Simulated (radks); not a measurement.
The numbers below are computed, except where a source is named.
The thulium ion Tm46+, [Ar] 3d5. Code: a radial shooting solver on a logarithmic mesh with Libxc functionals. Model: non-relativistic Kohn-Sham, exchange-only B88, spin-polarised, spherical densities, point nucleus. Every spin shell is full or empty, so the densities are truly spherical. Functionals are evaluated on that one density, not self-consistently. Rank these orbital-free kinetic functionals by their error against the exact value of the orbitals, and give that value: Thomas-Fermi, von Weizsacker, TF + vW, TF + vW/9, TF + vW/5, LC94, APBEK, revAPBEK, PG1, DePristo-Kress, Ernzerhof.

Answer. Exact: 11219.8 hartree. From best to worst, with 100 (|E| - |E exact|)/|E exact| (equal figures are ties): APBEK -0.03, LC94 -0.08, revAPBEK +0.17, DePristo-Kress -0.20, Ernzerhof -0.40, TF + vW/9 -0.79, TF + vW/5 +3.11, Thomas-Fermi -5.67, PG1 +16.28, TF + vW +38.21, von Weizsacker -56.12.
